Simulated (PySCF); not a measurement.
How methods differ on the excitation energy of V²⁺

V²⁺ [Ar] 3d3 (4F) → V²⁺ [Ar] 3d2 4s1 (4F), as a difference of total energies. All numbers are calculated (PySCF 2.14, the spin-free X2C one-electron Hamiltonian (Gaussian nucleus), in x2c-QZVPPall). Correlated levels: valence: [Ar] frozen; valence and next inner shell: [Ne] frozen. The calculations carry no spin-orbit coupling.

```
                                method  excitation energy (eV)
                                   UHF                   5.071
                                   LDA                   5.600
                                   PBE                   5.542
                                  PBE0                   5.602
                                r2SCAN                   5.793
                               wB97X-V                   5.684
                                 HSE06                   5.540
                             CAM-B3LYP                   5.509
                         MP2 (valence)                   5.291
                     SCS-MP2 (valence)                   5.144
SCS-MP2 (valence and next inner shell)                   5.278
```

Question: Estimate what MP2 (valence and next inner shell) gives.

Answer: 5.391 eV, closest to MP2 (valence) among the rows shown.

Question: Estimate what TPSS gives.

Answer: 5.591 eV, closest to LDA among the rows shown.

A first-order spin-orbit estimate (lowest level to lowest level, LS coupling) adds -0.007 eV.

The basis was made for the ground configuration and has no added diffuse functions, so the excitation energy can come out too high.
